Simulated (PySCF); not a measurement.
Saddle point of GaNH₄, closed shell (GaNH₄ ([NH2][GaH2]) → GaNH₂ ([NH][GaH]) + H₂; bonds formed: H2–H4; bonds broken: Ga1–H2, N3–H4), PBE0-D4/def2-TZVP structure:

Ga1  (-0.418, -0.679, 0.153)
H2  (1.378, -0.160, 0.646)
N3  (-0.236, 0.921, -0.536)
H4  (1.000, 0.544, 0.155)
H5  (-0.815, -2.085, 0.653)
H6  (-0.909, 1.459, -1.070)
(Å)

Energies are electronic, without zero-point energy. Barriers and step energies count from the start structure reached by relaxing down the imaginary mode; all methods use the PBE0-D4 structures, on which another method's saddle can fall below an end. PySCF 2.14 with density fitting (its default auxiliary sets; JK sets also for MP2 and CCSD(T)); basis: def2-TZVPP, with def2-QZVPP for the basis limit; cores frozen in the correlated methods. Filled d shells of the heavier atoms are correlated. The def2 sets are not built for correlating such inner shells, so the correlated values are less sure here. B3LYP uses VWN-RPA correlation. Extrapolation: Hartree–Fock as exp(−7.88 √X), correlation as X^−2.97.

```
   method  barrier (kJ/mol)  step energy (kJ/mol)
    SPW92             278.9                 255.3
   PBE-D4                 ?                 227.8
r2SCAN-D4             306.4                 246.4
  PBE0-D4             315.8                 259.9
 B3LYP-D4                 ?                 243.1
 BHLYP-D4             349.9                 278.4
  wB97M-V             329.4                 261.8
       HF                 ?                 309.3
      MP2             311.3                 234.7
     CCSD             337.9                 261.6
  CCSD(T)             321.0                 245.8
```

Fill in the withheld barriers. (Judge from chemistry; the value comes from the calculation.)

The calculation gives: HF 400.1; PBE-D4 284.3; B3LYP-D4 314.4 kJ/mol. Each is the energy of the saddle less that of the start structure, by the same method.

For comparison, the barrier by CCSD(T) at an estimated basis limit (MP2 extrapolated from triple and quadruple zeta, plus CCSD(T) − MP2 in triple zeta) is 320.6 kJ/mol.

No T1 diagnostic of these runs exceeds 0.025. The restricted Hartree–Fock reference is unstable towards an unrestricted one at one or more of these structures.

Labels in which every atom is bracketed show which atoms are joined, not bond orders.

For scale, one of the runs: CCSD(T)/def2-TZVPP, 135 basis functions, launched by `OMP_NUM_THREADS=4 python run.py`. Time: 2.4 min of wall clock on 4 CPU threads of an AMD EPYC; the host was shared. Peak host memory: 0.81 GiB.
